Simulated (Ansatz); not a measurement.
A run on borazine with other settings.

```yaml
crystal:
  periodic: [false, false, false]
  atoms:
    - {symbol: B, position_ang: [-0.812659, -1.370020, 0.284080]}
    - {symbol: N, position_ang: [0.587073, -1.071406, 0.989310]}
    - {symbol: B, position_ang: [1.416924, 0.267252, 0.734163]}
    - {symbol: N, position_ang: [0.789553, 1.331065, -0.276006]}
    - {symbol: B, position_ang: [-0.604261, 1.102772, -1.018250]}
    - {symbol: N, position_ang: [-1.376656, -0.259631, -0.713252]}
    - {symbol: H, position_ang: [-1.486120, -2.505394, 0.519500]}
    - {symbol: H, position_ang: [1.007826, -1.839306, 1.698326]}
    - {symbol: H, position_ang: [2.591191, 0.488694, 1.342528]}
    - {symbol: H, position_ang: [1.355436, 2.285028, -0.473844]}
    - {symbol: H, position_ang: [-1.105018, 2.016659, -1.862109]}
    - {symbol: H, position_ang: [-2.363290, -0.445713, -1.224459]}
basis:
  gaussian: {orbitals: "6-31++G**"}
hamiltonian: {xc: {name: wB97X-V}}
output: {forces: true}
```

```sh
$ ansatz run in.yaml --threads 2 --pin off --events-out ev --progress --plain --max-ram 32768MiB --backend cpu
```

Shortened log:

```
Functional definition: wB97X-V
1362 factors; integrals over basis functions are off by at most 1.1e-3 eV
384 factors; integrals over basis functions are off by at most 1.3e-5 eV
mean field evaluation 1: about -6586.6896 eV, gradient 7.2e1 eV
mean field evaluation 2: about -6585.2609 eV, gradient 7.8e1 eV
mean field evaluation 4: about -6597.9182 eV, gradient 6.8e-1 eV
mean field evaluation 8: about -6598.0304 eV, gradient 3.7e-2 eV
mean field evaluation 16: about -6598.0304 eV, gradient 1.5e-5 eV
mean field -6598.03038223 eV, -242.4731442415 hartree, gradient 1.5e-5 eV, S^2 0.000000; 0 other end points of the search recorded, 0 dependent functions left out
reference -6598.03037732 eV, -242.4731440608 hartree; 21, 21 occupied and 129, 129 virtual orbitals, 1362 factors
Total energy: -6598.03037732 eV, -242.4731440608 hartree
Atom 0 at    -0.812659    -1.370020     0.284080 Å, force     0.882591     1.488329    -0.308314 eV/Å
Atom 1 at     0.587073    -1.071406     0.989310 Å, force    -0.221542     0.404100    -0.373432 eV/Å
Atom 2 at     1.416924     0.267252     0.734163 Å, force    -1.539038    -0.290435    -0.797648 eV/Å
Atom 3 at     0.789553     1.331065    -0.276006 Å, force    -0.297943    -0.502326     0.104042 eV/Å
Atom 4 at    -0.604261     1.102772    -1.018250 Å, force     0.656289    -1.197802     1.106240 eV/Å
Atom 5 at    -1.376656    -0.259631    -0.713252 Å, force     0.519725     0.097944     0.268915 eV/Å
Atom 6 at    -1.486120    -2.505394     0.519500 Å, force     1.316652     2.219710    -0.460291 eV/Å
Atom 7 at     1.007826    -1.839306     1.698326 Å, force    -1.443882     2.635292    -2.433205 eV/Å
Atom 8 at     2.591191     0.488694     1.342528 Å, force    -2.295799    -0.432866    -1.189344 eV/Å
Atom 9 at     1.355436     2.285028    -0.473844 Å, force    -1.942022    -3.273829     0.678919 eV/Å
Atom 10 at    -1.105018     2.016659    -1.862109 Å, force     0.979017    -1.786705     1.649787 eV/Å
Atom 11 at    -2.363290    -0.445713    -1.224459 Å, force     3.385953     0.638588     1.754329 eV/Å
Dipole moment:    -0.000003     0.000007    -0.000032 e Å
```

Run time 9 s (2 threads of a server CPU on a shared host); peak host memory 0.51 GiB.
